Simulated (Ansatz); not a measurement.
K2Cl2⁺. Charge 1, multiplicity 2. Geometry PBE0-D4/def2-TZVP, that of the neutral singlet; atoms count from 1.

| atom | x (Å) | y (Å) | z (Å) |
| --- | --- | --- | --- |
| K1 | -1.372 | 1.137 | 0.827 |
| K2 | 1.372 | -1.137 | -0.827 |
| Cl3 | 1.510 | 1.233 | 0.812 |
| Cl4 | -1.510 | -1.233 | -0.812 |

The structure comes from a short search, and lower isomers may exist.

(1) Estimate the Mulliken populations from the PBE0/def2-TZVP orbitals of Ansatz.

(2) Where does the spin sit?

## Answers

(1) 
| atom | charge (e) | spin (α − β) |
| --- | --- | --- |
| K1 | 0.83 | -0.01 |
| K2 | 0.83 | -0.01 |
| Cl3 | -0.33 | 0.51 |
| Cl4 | -0.33 | 0.51 |
Mulliken values and Mayer orders depend strongly on the basis.

(2) Summed by element: K -0.02, Cl 1.02, of 1 unpaired in all. Largest on single atoms: Cl4 0.51, Cl3 0.51, K1 -0.01.
